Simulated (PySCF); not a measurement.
C₃H₁₀AsNSi.
Cartesian coordinates in Å at the GFN2-xTB level; atoms count from 1:
```xyz
16
C3H10AsNSi angstrom
C      2.1012    0.3006   -0.7696
C      1.6178    1.0062    0.2345
C      0.5414    0.5537    1.1809
N      0.0420   -0.7801    0.9868
Si    -1.2169   -1.1893   -0.1185
As    -2.7661    0.5348   -0.0097
H      1.7407   -0.6892   -0.9946
H      2.8777    0.6821   -1.4100
H      1.9960    1.9988    0.4431
H      0.9238    0.6522    2.2073
H     -0.3093    1.2480    1.0910
H      0.7627   -1.4686    1.1417
H     -1.7306   -2.4609    0.4155
H     -0.7551   -1.4840   -1.4950
H     -3.6862   -0.1640   -0.9666
H     -2.1467    1.2686   -1.1681
```

Vertical excitations from PySCF (density fitting, frozen core in the response, grid level 2 and gas phase unless stated; continuum runs use non-equilibrium linear response for the excitations) on a GFN2-xTB geometry. Reference run:

```csv
settings,"S1, eV (f)","S2, eV (f)","S3, eV (f)","S4, eV (f)","S5, eV (f)","S6, eV (f)","T1, eV (Tamm–Dancoff)",mean α (au)
"PBE0/def2-SVPD, full TDDFT, 8 singlets",5.64 (0.004),5.91 (0.005),6.07 (0.003),6.12 (0.014),6.35 (0.026),6.52 (0.001),4.52,102.6
```

Task: What do these settings give: (1) CAM-B3LYP/pcSseg-1, fitting basis def2-universal-jkfit, full TDDFT, 6 singlets; (2) PBE/def2-SVPD, damping 0.2 at the start, DIIS from the seventh cycle, full TDDFT, 12 singlets?

Result: 
```json
{"settings": "CAM-B3LYP/pcSseg-1, fitting basis def2-universal-jkfit, full TDDFT, 6 singlets", "S1, eV (f)": "6.18 (0.011)", "S2, eV (f)": "6.48 (0.008)", "S3, eV (f)": "6.55 (0.009)", "S4, eV (f)": "6.75 (0.025)", "S5, eV (f)": "7.02 (0.005)", "S6, eV (f)": "7.18 (0.009)", "T1, eV (Tamm–Dancoff)": "4.59", "mean α (au)": "89.6"}
{"settings": "PBE/def2-SVPD, damping 0.2 at the start, DIIS from the seventh cycle, full TDDFT, 12 singlets", "S1, eV (f)": "4.69 (0.001)", "S2, eV (f)": "4.98 (0.003)", "S3, eV (f)": "5.09 (0.002)", "S4, eV (f)": "5.17 (0.008)", "S5, eV (f)": "5.64 (0.009)", "S6, eV (f)": "5.68 (0.009)", "T1, eV (Tamm–Dancoff)": "4.52", "mean α (au)": "106.2"}
```

(1) S1 moves by +0.54 eV; functional and basis change together, so the shift can't be laid on one. (2) S1 moves by -0.95 eV (PBE has no exact exchange, PBE0 25 % exact exchange). States are counted by energy in each run and needn't keep their character from row to row.

Task: Which orbital pairs make up S1 in each run, and how does it sit against the orbital gap?

Result: 
| settings | S1 configurations (weight) | S1 (eV) | orbital gap (eV) | S1 − gap (eV) |
| --- | --- | --- | --- | --- |
| PBE0/def2-SVPD, full TDDFT, 8 singlets | H→L 0.95 | 5.64 | 6.88 | -1.24 |
| CAM-B3LYP/pcSseg-1, fitting basis def2-universal-jkfit, full TDDFT, 6 singlets | H→L 0.74, H→L+2 0.08 | 6.18 | 9.43 | -3.25 |
| PBE/def2-SVPD, damping 0.2 at the start, DIIS from the seventh cycle, full TDDFT, 12 singlets | H→L 0.99 | 4.69 | 4.64 | +0.05 |

 The PBE0/def2-SVPD calculation is non-relativistic and has no spin–orbit coupling, an omission that weighs most on arsenic.

One conformer stands for the species.
